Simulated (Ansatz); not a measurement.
Mean bond length (Å) of eight halogen compounds: PBE-D3(BJ) beside B3LYP-D3(BJ), computed with Ansatz (an electronic-structure program) for isolated molecules in the bases named; differences from unrounded values. The eight are the first of their class met in an unordered collection, after screening for sound electronic states; none was chosen by its value. Each level has its own optimised geometry.

| molecule | basis | B3LYP-D3(BJ) |
|---|---|---|
| C5H9F, SMILES C[C@@H]1C(F)[C@H]1C | def2-SVP | 1.254 |
| C4H4BrCl, SMILES ClC1=C(Br)CC1 | def2-SVP | 1.393 |
| 3,3-difluorocyclobutene (C4H4F2), SMILES FC1(F)C=CC1 | def2-SVP | 1.304 |
| 1-fluorocyclopropane-1-carbaldehyde (C₄H₅FO), SMILES O=CC1(F)CC1 | def2-SVP | 1.279 |
| methyl (Z)-2,3-difluoroprop-2-enoate (C4H4F2O2), SMILES COC(=O)/C(F)=C/F | def2-SVP | 1.259 |
| 1-[(1R,2R)-2-fluorocyclopropyl]ethanone (C₅H₇FO), SMILES CC(=O)[C@H]1C[C@H]1F | def2-SVP | 1.270 |
| C4H4ClF, SMILES C(=C/F)/C(Cl)=C | def2-SVP | 1.288 |
| (3R)-1-fluoro-3-methylcyclobutene (C5H7F), SMILES C1[C@H](C)CC=1F | def2-SVP | 1.269 |

Q: Estimate the PBE-D3(BJ) values and say how PBE-D3(BJ) differs from B3LYP-D3(BJ) over the set. (The exact figures need the calculation; the answer reports its results.)

A: 
| molecule | PBE-D3(BJ) | difference |
|---|---|---|
| C5H9F, SMILES C[C@@H]1C(F)[C@H]1C | 1.260 | 0.006 |
| C4H4BrCl, SMILES ClC1=C(Br)CC1 | 1.397 | 0.004 |
| 3,3-difluorocyclobutene (C4H4F2), SMILES FC1(F)C=CC1 | 1.311 | 0.007 |
| 1-fluorocyclopropane-1-carbaldehyde (C₄H₅FO), SMILES O=CC1(F)CC1 | 1.286 | 0.007 |
| methyl (Z)-2,3-difluoroprop-2-enoate (C4H4F2O2), SMILES COC(=O)/C(F)=C/F | 1.267 | 0.008 |
| 1-[(1R,2R)-2-fluorocyclopropyl]ethanone (C₅H₇FO), SMILES CC(=O)[C@H]1C[C@H]1F | 1.277 | 0.007 |
| C4H4ClF, SMILES C(=C/F)/C(Cl)=C | 1.295 | 0.006 |
| (3R)-1-fluoro-3-methylcyclobutene (C5H7F), SMILES C1[C@H](C)CC=1F | 1.275 | 0.006 |
PBE-D3(BJ) lies below B3LYP-D3(BJ) in 0 and above it in 8 of the eight; the mean signed difference is 0.006 and the largest 0.008 Å.
